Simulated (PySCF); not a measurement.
**Bonding in `CSC1OCCO1`**

C₄H₈O₂S.
Atom-mapped SMILES: `[CH3:1][S:2][CH:3]1[O:4][CH2:5][CH2:6][O:7]1` (hydrogens: H8, H9, H10 on C1; H11 on C3; H12, H13 on C5; H14, H15 on C6)

Geometry (GFN2-xTB, Å), atoms numbered from 1 in this order:
```xyz
15
C4H8O2S angstrom
C      2.5658    0.4517    0.0499
S      1.1526    0.5099   -1.0835
C      0.1361   -0.8052   -0.2333
O     -0.9750   -1.1142   -0.9766
C     -1.9656   -0.1667   -0.6122
C     -1.4990    0.3441    0.7688
O     -0.2867   -0.3554    1.0004
H      2.1991    0.5530    1.0673
H      3.2128    1.2829   -0.2075
H      3.0943   -0.4894   -0.0787
H      0.7823   -1.6788   -0.1182
H     -2.9249   -0.6844   -0.5836
H     -1.9979    0.6428   -1.3487
H     -2.1851    0.0946    1.5792
H     -1.3132    1.4230    0.7549
```

Bond orders from the PBE0/pcSseg-1 density (PySCF). Isolated species at its GFN2-xTB geometry (one conformer only).

(1) How far do the computed orders between heavy atoms stray from the drawn ones?

(2) Set the Mayer orders of the bonds between heavy atoms beside their lengths.

Answers

(1) The largest departure is 0.093, at O4–C5 (drawn single, 0.907) and C6–O7 (drawn single, 0.908).

(2) 
```csv
bond,drawn as,length (Å),Mayer order
C1–S2,single,1.812,0.988
S2–C3,single,1.867,0.975
C3–O4,single,1.372,0.995
O4–C5,single,1.418,0.907
C5–C6,single,1.545,1.031
C6–O7,single,1.419,0.908
O7–C3,single,1.380,0.970
```

Bonds between the same two heavy elements. C–S: all 2 within 0.02 of one another (0.975 to 0.988). C–O: lowest O4–C5 and C6–O7 (0.907, 1.418 Å), highest C3–O4 (0.995, 1.372 Å). Bonds named together lie within 0.004.

Q: And the bonds to hydrogen?

A: C–H: 0.92 to 0.96 (8 bonds).

Q: Sum the orders of all bonds at each heavy atom with more than one neighbour and set the sums beside the valence in the SMILES.

A: C1 3.843 (drawn 4), S2 1.963 (drawn 2), C3 3.864 (drawn 4), O4 1.902 (drawn 2), C5 3.838 (drawn 4), C6 3.838 (drawn 4), O7 1.878 (drawn 2). Orders between atoms that aren't bonded are not in these sums.

The Mayer order sums products of elements of PS (density times overlap matrix) between the two atoms' basis functions, so it depends on the basis set.

The run behind these numbers computed NMR shieldings as well. On Intel Xeon Platinum 8259CL at 2.50 GHz, one thread, shared host with 96 logical CPUs at a one-minute load of 32, this took 38 s of wall time (grids of density and orbitals included) and 0.74 GiB of memory at its peak.
